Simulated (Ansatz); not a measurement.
Geometry optimisation, Ansatz, RKS B3LYP-D4/6-31G*.

Input file:

```yaml
crystal:
  periodic: [false, false, false]
  atoms:
    - { symbol: Si, position_ang: [0.253787, 0.100291, -0.109384] }
    - { symbol: H, position_ang: [0.120104, 0.029438, 1.351205] }
    - { symbol: F, position_ang: [1.811835, -0.068123, -0.456688] }
    - { symbol: H, position_ang: [-0.221804, 1.341065, -0.744089] }
    - { symbol: F, position_ang: [-0.489584, -1.176421, -0.7427] }
    - { symbol: O, position_ang: [-2.376943, 0.046328, 1.050769] }
    - { symbol: H, position_ang: [-2.599237, -0.790409, 0.610275] }
    - { symbol: H, position_ang: [-1.698958, -0.217868, 1.717812] }
basis:
  gaussian: { orbitals: "6-31G*" }
hamiltonian:
  xc: b3lyp
  dispersion: d4
relax:
  f_tol: 0.03
  max_steps: 50
output:
  orbitals: {}
```

Run as:

```bash
$ ansatz run input.yaml --threads 2 --pin off --max-ram 3072MiB --backend cpu --events-out ev --progress --plain --runs-dir out
```

Task: Where does it end, and by what steps?

Result: The run converged. After 11 steps the energy has fallen by 0.151 eV; H8 moved furthest, 0.52 Å.

```tsv
step	energy less start (eV)	largest force component (eV/Å)	accepted
0	0.0000	0.831	yes
1	-0.0537	1.166	yes
2	-0.0835	0.740	yes
3	-0.0814	1.690	no
4	-0.1108	0.432	yes
5	-0.1303	0.456	yes
6	-0.1379	0.551	yes
7	-0.1484	0.120	yes
8	-0.1489	0.170	yes
9	-0.1503	0.042	yes
10	-0.1496	0.086	no
11	-0.1505	0.019	yes
```

```xyz
8
Properties=species:S:1:pos:R:3
Si 0.275 0.076 -0.055
H 0.486 0.043 1.406
F 1.742 -0.009 -0.713
H -0.368 1.274 -0.623
F -0.469 -1.269 -0.553
O -2.223 0.096 0.973
H -2.451 -0.642 0.386
H -2.193 -0.305 1.856
```

Time of the run: 19 s on 2 threads of Arm Neoverse V1, with other jobs on the host, peak memory 0.14 GiB.
